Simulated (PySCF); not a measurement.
CH7ClN2Si, SMILES Cl[Si@@H](CN)N. Atoms are numbered in the order given.

```xyz
12

N     -2.2124    -1.2264     0.7463
C     -1.5236    -0.3307    -0.1772
Si     0.2215     0.0965     0.3784
N      1.1029    -1.3742     0.5482
Cl     1.0575     1.4364    -0.9982
H     -2.3786    -0.7589     1.6358
H     -1.6167    -2.0253     0.9611
H     -2.1133     0.5904    -0.3174
H     -1.4812    -0.7898    -1.1818
H      0.2543     0.7610     1.7113
H      1.9362    -1.3863     1.1267
H      1.2289    -1.9734    -0.2618
```

Geometry optimised at PBE0-D3(BJ)/def2-SVP. The structure was generated by enumeration; whether it is a known compound was not checked. The values are those of a single conformer.

Two levels are set side by side: PBE/pcSseg-1 (PySCF) and KT2/pcSseg-1 (PySCF). GIAO shifts against HCl (³⁵Cl), NH3 (¹⁵N), TMS (²⁹Si), TMS (¹H), TMS (¹³C) at the same level; non-relativistic, no solvent, atoms listed together averaged. Without spin–orbit terms, shifts of atoms bonded to Cl or Br come out too high at both levels. Differences are taken from unrounded values.

```
quantity               KT2   PBE  PBE minus KT2
--------------------  ----  ----  -------------
δ(¹⁵N) of N1 (ppm)    27.4  27.9            0.5
δ(¹³C) of C2 (ppm)    38.1  38.5            0.4
δ(²⁹Si) of Si3 (ppm)  -6.6  -6.4            0.2
δ(¹⁵N) of N4 (ppm)    34.4  36.9            2.5
δ(³⁵Cl) of Cl5 (ppm)  89.6  87.0           -2.5
δ(¹H) of H10 (ppm)    5.12  5.15           0.03
```

Rough cost on one machine, each run with all the roots and properties that it gave: KT2 against PBE within a factor of 2.
